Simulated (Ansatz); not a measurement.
Input file for Ansatz (a program for electronic structure): R-CCSD(T)/def2-TZVPP on CdH3N (SMILES [NH2][CdH]), a point of a bond scan (R = 1.656 Å). Elements past Kr take the def2 small-core potentials; no spin–orbit coupling.

Ansatz 0.2 input:
```yaml
crystal:
  periodic: [false, false, false]
  atoms:
    - {symbol: Cd, position_ang: [-0.19315055, -0.04077904, -0.22746535]}
    - {symbol: H, position_ang: [-1.20927786, -0.23635281, -1.52039316]}
    - {symbol: N, position_ang: [1.16167798, 0.26842501, 1.25041043]}
    - {symbol: H, position_ang: [1.49906634, -0.57553431, 1.69861765]}
    - {symbol: H, position_ang: [0.84969212, 0.89030603, 1.98723929]}
basis:
  gaussian:
    orbitals: def2-TZVPP
    pivot_positions_ang: [[-0.19315055, -0.04077904, -0.22746535], [-1.20927786, -0.23635281, -1.52039316], [1.16167798, 0.26842501, 1.25041043], [1.49906634, -0.57553431, 1.69861765], [0.84969212, 0.89030603, 1.98723929]]
magnetization: {spin_polarized: false}
correlation: {method: ccsd_t, electrons: outside_noble_gas}
scf: {lower_state_search: off}
output: {orbitals: {seedname: ./end}}
```

Output:

```
WARN ansatz: RAYON_NUM_THREADS=1 ignored (pool sized by the plan → 1); use --threads N
Functional definition: HF
these checks for a lower state are left out or cut short: stability, starts, cluster_reference, orbital_swaps, neighbouring_geometries, increment
integrals: 0.22 GiB planned
899 factors; integrals over basis functions are off by at most 4.5e-4 eV
mean field: 0.26 GiB planned
mean field evaluation 1: about -6066.3070 eV, gradient 3.9e1 eV
mean field evaluation 2: about -6066.3084 eV, gradient 3.9e1 eV
mean field evaluation 4: about -6069.6367 eV, gradient 2.7e0 eV
mean field evaluation 8: about -6069.6681 eV, gradient 1.9e-4 eV
mean field -6069.66808815 eV, -223.0561880707 hartree, gradient 1.6e-6 eV, S^2 0.000000; 0 other end points of the search recorded, 0 dependent functions left out
5 core orbitals not correlated
reference -6069.66808815 eV, -223.0561880707 hartree; 10, 10 occupied and 114, 114 virtual orbitals, 899 factors
second order -18.70863652 eV of doubles, -0.00000000 eV of singles
coupled cluster: 0.61 GiB planned
cycle   1  -17.68010917 eV  change     1.0e0 eV  update   9.2e-2
cycle   2  -18.07174614 eV  change   -3.9e-1 eV  update   2.7e-2
cycle   3  -18.15567778 eV  change   -8.4e-2 eV  update   1.7e-2
cycle   4  -18.13444521 eV  change    2.1e-2 eV  update   5.4e-3
cycle   5  -18.12889950 eV  change    5.5e-3 eV  update   2.5e-3
cycle   6  -18.13095917 eV  change   -2.1e-3 eV  update   8.1e-4
cycle   7  -18.13076734 eV  change    1.9e-4 eV  update   3.2e-4
cycle   8  -18.13058679 eV  change    1.8e-4 eV  update   1.2e-4
cycle   9  -18.13067646 eV  change   -9.0e-5 eV  update   5.0e-5
cycle  10  -18.13068265 eV  change   -6.2e-6 eV  update   1.6e-5
perturbative correction -0.65158754 eV, -0.0239454006 hartree
Total energy: -6088.45035834 eV, -223.7464237692 hartree
Checks for a lower state left out: stability, starts, cluster_reference, orbital_swaps, neighbouring_geometries, increment
```

The calculation finished and met its thresholds.

Cost: around 10 core-seconds (rough).
